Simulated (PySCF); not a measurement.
Isomers of C3H5B, one conformer each. Computed with core-valence-separated Tamm–Dancoff BHandHLYP/aug-pcX-1 (pcseg-1 on H) in PySCF, non-relativistic, gas phase, PBE0-D3(BJ)/def2-SVP geometry. The energies are unshifted.

P. `BCC#C`
Q. `BC#CC`

Main lines, eV (oscillator strength):
1. C K: 282.0 (0.026), 282.1 (0.044), 283.1 (0.062), 284.4 (0.056), 285.0 (0.056); B K: 185.4 (0.084), 191.2 (0.014), 192.1 (0.010)
2. C K: 283.6 (0.064), 283.8 (0.050), 283.8 (0.081), 283.9 (0.036), 285.7 (0.012); B K: 185.4 (0.092), 191.8 (0.012), 191.9 (0.010), 192.7 (0.011)
Listed: the first five lines at most of each edge with a tenth or more of its strongest line's intensity; roots within 0.03 eV on the same or equivalent atoms are summed. Only the lowest roots were sought, and the top ones are left out.

**Question.** Which spectrum belongs to which isomer?

**Answer.** 1 = Q, 2 = P.
- P: first C line listed at 283.6 eV, hole on the terminal alkyne carbon (1s→π*); first B line listed at 185.4 eV, hole on the three-coordinate boron.
- Q: first C line listed at 282.0 eV, hole on the alkyne carbon; first B line listed at 185.4 eV, hole on the three-coordinate boron.

**Question.** What are the ground-state energies of the isomers at BHandHLYP/aug-pcX-1 (pcseg-1 on H), relative to the lowest?

**Answer.** P 64.3, Q 0.0 kJ/mol (electronic energies on these geometries, no dispersion or zero-point terms).
